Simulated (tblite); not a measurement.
C₃H₈OPSi₂ (doublet state).
Atom-mapped SMILES: `[CH3:1][O:2][SiH:3][C:4]#[C:5][SiH2:6][PH2:7]` (hydrogens: H8, H9, H10 on C1; H11 on Si3; H12, H13 on Si6; H14, H15 on P7)

The geometry is computed with GFN2-xTB (gas phase). This method treats the open shell by occupation alone, without spin polarisation.

Question: Give the optimised bond lengths and angles.

Answer: 
| bond | length (Å) |
| --- | --- |
| C1–O2 | 1.401 |
| O2–Si3 | 1.618 |
| Si3–C4 | 1.813 |
| C4≡C5 | 1.224 |
| C5–Si6 | 1.839 |
| Si6–P7 | 2.250 |
| C1–H8, C1–H9, C1–H10 | 1.092 |
| Si3–H11 | 1.451 |
| Si6–H12, Si6–H13 | 1.469 |
| P7–H14, P7–H15 | 1.382 |

Bonds in one row agree within 0.01 Å and their mean is given. A selection of angles:
| angle | degrees |
| --- | --- |
| O2–C1–H8 | 107.8 |
| O2–C1–H9 | 110.6 |
| H8–C1–H9 | 109.4 |
| C1–O2–Si3 | 130.0 |
| O2–Si3–C4 | 117.8 |
| O2–Si3–H11 | 113.4 |
| C4–Si3–H11 | 116.1 |
| Si3–C4–C5 | 171.0 |
| C4–C5–Si6 | 177.3 |
| C5–Si6–P7 | 111.5 |
| C5–Si6–H12 | 109.7 |
| C5–Si6–H13 | 110.6 |
| P7–Si6–H12 | 107.3 |
| P7–Si6–H13 | 106.3 |
| H12–Si6–H13 | 111.3 |
| Si6–P7–H14 | 95.2 |
| H14–P7–H15 | 92.3 |

Dihedral angles: C1–O2–Si3–C4 -65° (synclinal). The mirror-image conformer, all signs reversed, is as good.

P7 (phosphorus bonded to Si and 2 H) is pyramidal (angles 95.5°, 95.2° and 92.3°, sum 283.0°, 0.83 Å off the plane of its three neighbours). The C–Si distances run from 1.813 Å (Si3–C4, drawn single) to 1.839 Å (C5–Si6, drawn single), a spread of 0.026 Å. Si6 (silicon bonded to C, P and 2 H) is tetrahedral (angles from 106.3° to 111.5°). Si3 (silicon bonded to C, O and H) is pyramidal (angles 117.8°, 116.1° and 113.4°, sum 347.3°, 0.34 Å off the plane of its three neighbours).

Point group: C1 (no symmetry element, even within 0.4 Å). Its lowest GFN2-xTB frequency is 11 cm⁻¹, too small to tell a flat minimum from a shallow saddle. Torsions: C1–O2–Si3–C4 -65°, C5–Si6–P7–H -48° and 45°.
